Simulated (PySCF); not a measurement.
Diboron tetrachloride, B2Cl4.
Geometry (PBE0-D3(BJ)/def2-TZVP, Å), atoms numbered from 1 in this order:
```xyz
6
B2Cl4 angstrom
Cl    -0.737   -1.139   -0.915
B      0.070    0.161   -0.085
Cl    -0.782    1.646    0.230
B      1.670   -0.018    0.412
Cl     2.028   -0.700    1.973
Cl     2.970    0.478   -0.633
```

The closed-shell ground state was solved at several levels (PySCF, density fitting, gas phase, non-relativistic). Isolated species at its PBE0-D3(BJ)/def2-TZVP geometry, gas phase. The dipole stays under 0.02 D at every level.

| level | basis functions | HOMO (eV) | LUMO (eV) | gap (eV) |
| --- | --- | --- | --- | --- |
| wB97X-D/aug-cc-pVTZ | 292 | -10.39 | -0.26 | 10.13 |
| PBE0/pcSseg-2 | 244 | -8.55 | -2.10 | 6.45 |
| PBE0/aug-cc-pVTZ | 292 | -8.53 | -2.10 | 6.43 |

Q: Estimate the row for CAM-B3LYP/aug-cc-pVTZ, a basis of 292 functions; the other rows only guide the guess.

A: HOMO -9.91 eV, LUMO -0.95 eV, gap 8.96 eV.

Q: Over all these levels, which gives the widest orbital gap and which the narrowest?

A: wB97X-D/aug-cc-pVTZ (range-separated hybrid) has the widest, 10.13 eV, and PBE0/aug-cc-pVTZ (global hybrid, 25 % exact exchange) the narrowest, 6.43 eV. The two share the basis. From the narrowest to the widest the HOMO moves by -1.86 eV and the LUMO by +1.84 eV.
